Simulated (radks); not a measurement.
Valence configurations of Cu2+ (all share [Ar]). Method: non-relativistic Kohn-Sham, PBE, spin-polarised, spherical densities, point nucleus; open shells are filled with parallel spins first; computed with a radial shooting solver on a logarithmic mesh with Libxc functionals. Energies are relative to 3d9; eigenvalues in eV for spin up.

valence          E (eV)  moment (Bohr magnetons)    e(3d)    e(4p)    e(4s)
3d9               0.000                        1  -30.338        -        -
3d8.5 4s0.5       3.949                        2  -34.046        -  -23.599
3d8.5 4p0.5       7.464                        2  -34.747  -16.956        -
3d8 4s1           8.701                        3  -37.973        -  -25.062
3d8 4s0.5 4p0.5  12.383                        3  -38.660  -18.071  -25.450
3d7.5 4s1.5      15.304                        3  -42.087        -  -26.029
3d8 4p1          16.079                        3  -39.338  -18.426        -
3d7.5 4s0.5 4p1  22.063                        4  -43.436  -19.486  -27.222
3d7 4s1 4p1      29.043                        5  -47.725  -20.510  -28.573
3d7 4p2          37.130                        5  -48.998  -21.137        -

NIST lists [Ar] 3d9 as the ground configuration; this level of theory agrees among the configurations tried. The energies are those of spherical high-spin densities, not of single terms.
